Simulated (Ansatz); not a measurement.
A nudged elastic band was laid between two geometries of CH$_{4}$NOSb (8 atoms, charge 0, multiplicity 1).

Computed with RKS PBE-D4/def2-SVP in Ansatz.

```
movable images  : 9
climbing image  : yes
spring          : 5.0 eV/Å²
optimiser       : quadratic models (default)
start path      : through a guess of the saddle point
force threshold : 0.03 eV/Å
iteration limit : 60
end points      : relaxed
```

Initial state:

```xyz
8
Properties=species:S:1:pos:R:3
O -0.496 1.572 -1.027
C 0.418 1.286 -0.248
N 0.418 0.147 0.478
Sb -1.356 -0.975 0.123
H 1.310 1.956 -0.095
H 1.207 -0.089 1.087
H -0.783 -1.653 -1.373
H -0.626 -2.301 1.000
```

Final state:

```xyz
8
Properties=species:S:1:pos:R:3
O -0.842 1.741 -0.114
C 0.316 1.336 0.022
N 0.649 0.036 -0.130
Sb -1.052 -1.122 -0.679
H 1.167 2.025 0.282
H 1.608 -0.283 0.027
H -0.090 -2.560 -0.411
H -1.664 -1.232 0.946
```

Which bonds break or form, and what moves?

No bond is made or broken. The dihedral C2–N3–Sb4–H7 goes from 80 to -170°. The two ends are copies of one structure, up to a mirror image or an exchange of like atoms.

What energy profile does the band end with?

It converged. The highest image is number 5 of 0 to 10, 1.1 kcal/mol above the ends, which have the same energy within 2 meV. A vibrational analysis at the climbing image gives one clearly imaginary mode, 94i cm⁻¹: a first-order saddle point.

```json
{"image": "0", "path coordinate (Å)": "0.00", "energy (kcal/mol)": "0.0", "dihedral C2–N3–Sb4–H7 (°)": "80"}
{"image": "1", "path coordinate (Å)": "0.32", "energy (kcal/mol)": "0.2", "dihedral C2–N3–Sb4–H7 (°)": "91"}
{"image": "2", "path coordinate (Å)": "0.64", "energy (kcal/mol)": "0.5", "dihedral C2–N3–Sb4–H7 (°)": "102"}
{"image": "3", "path coordinate (Å)": "0.97", "energy (kcal/mol)": "0.8", "dihedral C2–N3–Sb4–H7 (°)": "114"}
{"image": "4", "path coordinate (Å)": "1.29", "energy (kcal/mol)": "1.0", "dihedral C2–N3–Sb4–H7 (°)": "126"}
{"image": "5", "path coordinate (Å)": "1.61", "energy (kcal/mol)": "1.1", "dihedral C2–N3–Sb4–H7 (°)": "137"}
{"image": "6", "path coordinate (Å)": "1.92", "energy (kcal/mol)": "1.0", "dihedral C2–N3–Sb4–H7 (°)": "149"}
{"image": "7", "path coordinate (Å)": "2.22", "energy (kcal/mol)": "0.8", "dihedral C2–N3–Sb4–H7 (°)": "160"}
{"image": "8", "path coordinate (Å)": "2.53", "energy (kcal/mol)": "0.5", "dihedral C2–N3–Sb4–H7 (°)": "170"}
{"image": "9", "path coordinate (Å)": "2.83", "energy (kcal/mol)": "0.1", "dihedral C2–N3–Sb4–H7 (°)": "-180"}
{"image": "10", "path coordinate (Å)": "3.14", "energy (kcal/mol)": "0.0", "dihedral C2–N3–Sb4–H7 (°)": "-170"}
```

What is the geometry of the highest image?


```xyz
8
Properties=species:S:1:pos:R:3:forces:R:3
O -0.633 2.001 -0.559 0.01 0.00 0.01
C 0.364 1.429 -0.130 0.00 0.01 -0.02
N 0.445 0.094 0.115 0.00 0.00 0.00
Sb -1.287 -1.059 -0.280 0.00 0.00 0.00
H 1.324 1.978 0.101 -0.01 0.01 0.00
H 1.329 -0.281 0.472 0.00 -0.02 0.01
H -0.326 -2.317 -1.014 0.00 0.00 0.00
H -1.124 -1.902 1.239 0.00 0.00 0.00
```

What are the harmonic wavenumbers there?

94i, 130, 233, 463, 541, 602, 624, 779, 817, 979, 1092, 1316, 1360, 1749, 1842, 1847, 2828, 3504 cm⁻¹.

Run time: 4.8 min on 1 thread of Arm Neoverse V1 (shared host), peak memory 0.13 GiB.
